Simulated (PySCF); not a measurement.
**Working out the ionisation energy of Tl**

Tl [Xe] 4f14 5d10 6s2 6p1 (2P) → Tl⁺ [Xe] 4f14 5d10 6s2 (1S). Calculation: PySCF 2.14, in aug-cc-pVTZ-PP with one added diffuse shell each of d, f type with ECP60MDF (6s5p5d3f, 67 functions); scalar relativity through the core potential. Frozen: 5s2 5p6 5d10. Energies in hartree (1 hartree = 27.21139 eV):

```csv
part,Tl (lower),Tl⁺ (upper)
UHF,-171.515188,-171.331175
CCSD correlation,-0.035182,-0.027160
(T),-0.000516,0.000000
```

**Question.** What does Hartree-Fock give?

**Answer.** (-171.331175) − (-171.515188) = 0.184013 hartree = 5.007 eV.

**Question.** What do CCSD and CCSD(T) give?

**Answer.** The CCSD correlation energies differ by 0.008022 hartree = 0.218 eV and the triples by 0.000516 hartree = 0.014 eV, so CCSD gives 5.225 eV and CCSD(T) 5.239 eV.

Measured between the centres of the two terms (NIST): 5.464 eV, so CCSD(T) (valence) is off by -0.225 eV.

What remains against the reference includes basis incompleteness, the frozen core and higher excitations.
